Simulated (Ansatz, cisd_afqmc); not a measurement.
Species: HO$_{2}$, charge -1, singlet. HO2- (parent SMILES [O]O, singlet).
B3LYP-D3(BJ)/def2-TZVP minimum from Ansatz (a program for electronic structure):
```
O
H 1 0.9626
O 1 1.5224 2 98.36
```
Charge -1, spin multiplicity 1.

Total energies in aug-cc-pVDZ, 14 correlated electrons, 2 frozen orbitals. Open shells are spin-unrestricted; no spin-orbit coupling. Correlated methods leave the cores frozen. No relativity. AFQMC/CISD: phaseless, guided by CISD from CCSD amplitudes; bars are statistical, one sigma. Outlying blocks are dropped, and bars are widened where a walk drifts. Over all cases where full CI ran beside it in this data, AFQMC minus full CI had a median of +0.1 mEh and passed +0.4 mEh in a tenth of the cases. The T1 diagnostic of HO2- (parent SMILES [O]O, singlet) reaches 0.026 in the sets run. The spin of HO2- (parent SMILES [O]O, singlet) was assumed, and the state is the lowest solution found for it.

| method | program | energy (Eh) | minus CCSDT(Q) (mEh) |
|---|---|---|---|
| HF | Ansatz | -150.18341 | 454.31 |
| MP2 | Ansatz | -150.61159 | 26.13 |
| CCSD | Ansatz | -150.61926 | 18.46 |
| CCSD(T) | Ansatz | -150.63532 | 2.41 |
| CCSDT(Q) | Ansatz | -150.63772 | 0.00 |
| AFQMC/CISD | cisd_afqmc | -150.6368 ± 0.0004 | 0.9 ± 0.4 |

Rough core times of Ansatz's runs on a shared machine: CCSD(T) under 20 s, CCSDT(Q) 50 s.
